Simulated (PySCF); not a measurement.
## Ba⁵²⁺ (barium, charge +52) across methods

[He] 2s2, closed-shell 1S. Calculation: PySCF 2.14, in an uncontracted even-tempered set (17 s from 29 bohr⁻², ratio 2.2; 8 p from 44 bohr⁻², ratio 2.4; 5 d from 130 bohr⁻², ratio 2.4; 5 f from 200 bohr⁻², ratio 2.4; 4 g from 290 bohr⁻², ratio 2.4); the non-relativistic Hamiltonian (point nucleus).

| method | E (hartree) | mean ε 1s (eV) | mean ε 2s (eV) | Σ⟨r²⟩ (bohr²) | ⟨S²⟩ |
| --- | --- | --- | --- | --- | --- |
| PBE | -3832.54 | -40758.6 | -9763.4 | 0.03025 | 0.000 |
| r2SCAN | -3832.69 | -40799.2 | -9768.7 | 0.03025 | 0.000 |
| PBE0 | -3832.64 | -40851.4 | -9784.0 | 0.03025 | 0.000 |
| LDA | -3827.77 | -40715.2 | -9754.6 | 0.03027 | 0.000 |
| UHF | -3832.82834 | -41129.3 | -9844.1 | 0.03026 | 0.000 |
| r2SCAN0 | -3832.76 | -40881.9 | -9787.8 | 0.03025 | 0.000 |
| PBEsol | -3830.67 | -40739.9 | -9759.4 | 0.03026 | 0.000 |

A non-relativistic calculation at this Z misses sizeable relativistic shifts.
